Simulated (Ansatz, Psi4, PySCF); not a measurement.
O2S, charge +1, doublet, at a GFN2-xTB geometry (a state made from the parent by changing its charge; the spin is typed, not shown lowest). Base run: B3LYP/def2-SVP run with PySCF.

Input for PySCF:
```python
from pyscf import gto, scf, dft

mol = gto.M(
    atom='''
S     0.011647   -0.003457    0.315727
O    -0.031562    1.262969   -0.301200
O     0.008268   -1.256054   -0.330254
''',
    basis='def2-svp',
    charge=1,
    spin=1,
    verbose=4,
)

mf = dft.UKS(mol)
mf.xc = 'b3lyp'
mf.kernel()
```

The same geometry, method and basis name were run in Ansatz (an electronic-structure program) and Psi4 and PySCF, at each program's defaults and at the settings that a row names. The base is PySCF at its defaults. Differences at the defaults can come from grids, fitting, cores and function types together.

| code and settings | ΔE vs base (µEh) | basis functions | E (Eh) | SCF cycles |
|---|---|---|---|---|
| PySCF, defaults (exact integrals, its default grid, spherical functions) | 0.0 | 46 | -547.90641 | 11 |
| Psi4, defaults (density fitting with its default set, its default grid, spherical functions) | 20.8 | 46 | -547.90639 | 10 |
| Ansatz, defaults (factorised integrals, its default grid, spherical functions) | 2.1 | 46 | -547.90641 | - |
| PySCF, density fitting with def2-universal-jkfit | 26.2 | 46 | -547.90639 | 11 |
| PySCF, fine grid | 1.2 | 46 | -547.90641 | 11 |
| Psi4, exact integrals, spherical functions, fine grid | 1.1 | 46 | -547.90641 | 13 |
| Ansatz, high accuracy | 1.2 | 46 | -547.90641 | - |

Open shells are given as the SCF converged; they aren't shown to be the lowest states, and a large step between rows can be another state.
